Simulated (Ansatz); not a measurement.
`B[SiH](C)CC`, relaxed with RKS PBE-D4/def2-SVP in Ansatz 0.2.0 from a rough embedded geometry. The force threshold is 0.03 eV/Å; the program also tests the step.

Total charge 0; spin multiplicity 1.

Start:

```xyz
16

B     1.099   -0.342   -1.677
Si    0.094    0.607   -0.380
C    -1.432    1.233   -1.188
C    -0.421   -0.449    1.012
C     0.865   -0.933    1.829
H     0.644   -1.373   -2.199
H     2.202   -0.057   -1.966
H     0.872    1.753    0.066
H    -2.109    0.385   -1.552
H    -1.205    1.904   -2.040
H    -2.060    1.828   -0.443
H    -1.078    0.088    1.733
H    -0.902   -1.424    0.685
H     1.514   -1.569    1.202
H     0.538   -1.563    2.706
H     1.377   -0.088    2.215
```

Question: By how much does the energy fall, and how many steps does the optimiser take? (An estimate is asked.)

Answer: Ansatz gave: 53.31 kJ/mol, in 6 steps, 1 of them rejected.

Question: Which bonds change most? (Best estimate.)

Answer: Computed: B1–Si2 from 1.895 to 2.019 Å; Si2–C4 from 1.822 to 1.912 Å; Si2–C3 from 1.837 to 1.909 Å; C4–C5 from 1.598 to 1.534 Å.

Question: Give the relaxed structure. (An estimate is asked.)

Answer: The calculation gave: 
```xyz
16

B     1.161   -0.392   -1.756
Si    0.101    0.647   -0.387
C    -1.498    1.266   -1.225
C    -0.358   -0.480    1.089
C     0.837   -0.989    1.905
H     0.710   -1.449   -2.167
H     2.221   -0.031   -2.238
H     0.844    1.847    0.157
H    -2.096    0.417   -1.614
H    -1.280    1.950   -2.069
H    -2.117    1.819   -0.488
H    -1.053    0.099    1.737
H    -0.952   -1.331    0.687
H     1.532   -1.596    1.286
H     0.519   -1.627    2.756
H     1.429   -0.150    2.326
```
